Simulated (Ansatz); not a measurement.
Basis-set series for Ge2H12Si3 (`[SiH3][GeH2][SiH2][GeH2][SiH3]`). Charge 0, multiplicity 1. Geometry: relaxed with PBE0-D4/def2-TZVP. It is one conformer, not always the lowest.

```tsv
functional	basis	functions	energy (Eh)	HOMO (eV)	LUMO (eV)
PBE0-D4	def2-SVP	178	-5028.02216	-7.82	-0.09
PBE0-D4	def2-TZVPP	390	-5028.85122	-7.77	-0.33
ωB97M-V	def2-SVP	178	-5028.56102	-9.71	1.72
ωB97M-V	def2-TZVPP	390	-5029.39379	-9.70	1.30
```

(1) Give the rows for def2-QZVPP. (Best estimate.)

## Answers

(1) Computed: 
```json
{"functional": "PBE0-D4", "basis": "def2-QZVPP", "functions": "748", "energy (Eh)": "-5028.96986", "HOMO (eV)": "-7.76", "LUMO (eV)": "-0.42"}
{"functional": "ωB97M-V", "basis": "def2-QZVPP", "functions": "748", "energy (Eh)": "-5029.50849", "HOMO (eV)": "-9.69", "LUMO (eV)": "0.96"}
```

Positive LUMOs are unbound and depend on the basis. Scalar relativity is left out up to krypton.
